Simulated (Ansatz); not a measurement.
Basis-set extrapolation for C$_{2}$H$_{7}$B$_{2}$F, SMILES `BCB(C)F` (PBE0-D4/def2-TZVP geometry, frozen core, Ansatz 0.2.0). Multiplicity 1, RHF reference.

```tsv
	def2-TZVPP	def2-QZVPP
HF	-228.774839	-228.785415
MP2 correlation	-0.797142	-0.855868
CCSD(T) correlation	-0.872360	not run
```

Energies in hartree. Use E(X) = E(∞) + A·exp(−7.88·√X) for Hartree–Fock and E(X) = E(∞) + B·X^(−2.97) for correlation, with X = 3 and 4, and add CCSD(T) minus MP2 of the smaller set to the MP2 limit.

What is the CCSD(T) energy at the basis-set limit?

HF limit: -228.785415 + (-0.010576) × 0.13774 = -228.78687. MP2 limit: -0.855868 + (-0.058726) × 0.74074 = -0.89937. Higher-order term: -0.872360 − (-0.797142) = -0.07522. Total: -229.76146 hartree, 3.11 eV below CCSD(T)/def2-TZVPP.
